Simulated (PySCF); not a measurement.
Species: CH7AlN2, charge 0, multiplicity 1. 
Coordinates optimised at B3LYP-D3(BJ)/def2-TZVP (Ansatz):
```
Al
N 1 1.7769
H 2 1.0075 1 124.02
H 2 1.0075 3 109.90 1 -179.75
N 1 1.7769 2 118.42 3 179.60
H 5 1.0075 1 124.02 2 -179.60
H 5 1.0075 6 109.90 1 179.75
C 1 1.9523 2 120.79 3 -0.95
H 8 1.0928 1 111.86 2 150.68
H 8 1.0928 9 107.59 1 123.23
H 8 1.0939 9 107.03 10 114.74
```
Charge 0, spin multiplicity 1.

Dispersion corrections to the total energy (kcal/mol) from the dftd3 and dftd4 libraries through PySCF: D3(BJ) without and D4 with the three-body term, each with the damping fitted for the functional named.

| functional | D3(BJ) | D4 |
|---|---|---|
| HSE06 | -2.82 | -3.17 |
| TPSSh | -4.78 | ? |
| B3LYP | -7.22 | ? |
| B2GP-PLYP | -3.08 | -1.71 |
| BP86 | -6.70 | -5.39 |
| PBE | ? | -4.00 |
| BLYP | -8.76 | -8.66 |

Some entries are withheld; supply them.


- TPSSh, D4: -4.89
- B3LYP, D4: -6.40
- PBE, D3(BJ): -4.08
